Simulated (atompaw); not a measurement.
An all-electron radial function and its pseudo partner (erbium (Er))

Columns: radius, all-electron u(r) and pseudo u(r) of the 5s shell (level -51.91 eV) of erbium in the configuration [Kr] 4d10 4f12 5s2 5p6 5d0 6s2 6p0; PBEsol, scalar-relativistic, PAW (atompaw) scheme, atompaw 4.2.0.5.

```
r (bohr)  all-electron  pseudo
   0.115        0.1557  0.2765
   0.231        0.1477  0.5405
   0.346       -0.4707  0.7741
   0.462       -0.4934  0.9701
   0.577       -0.1035  1.1174
   0.692        0.3546  1.2140
   0.808        0.7169  1.2601
   0.923        0.9382  1.2585
   1.038        1.0387  1.2166
   1.154        1.0501  1.1426
   1.269        1.0029  1.0477
   1.385        0.9212  0.9401
   1.500        0.8241  0.8303
   1.615        0.7226  0.7236
   1.731        0.6231  0.6231
   1.846        0.5316  0.5316
   1.962        0.4487  0.4487
   2.077        0.3763  0.3763
   2.192        0.3137  0.3137
   2.308        0.2598  0.2598
   2.423        0.2146  0.2146
   2.538        0.1766  0.1766
   2.654        0.1447  0.1447
   2.769        0.1185  0.1185
   2.885        0.0967  0.0967
   3.000        0.0789  0.0789
```

**Question.** How many radial nodes do the two functions have?

**Answer.** The all-electron 5s function has n − l − 1 = 4 (the table is too coarse to show those close to the nucleus); the pseudo-wave has 0, since the states of the same l below it are removed with the core.

**Question.** At about which radius was the pseudo-wave matched?

**Answer.** 1.75 bohr, where the columns begin to agree (steps of 0.12 bohr).

**Question.** Is the pseudo-wave norm-conserving?

**Answer.** No, it belongs to a PAW set: the norm inside the radius is not constrained, and the difference is carried by the augmentation charge.
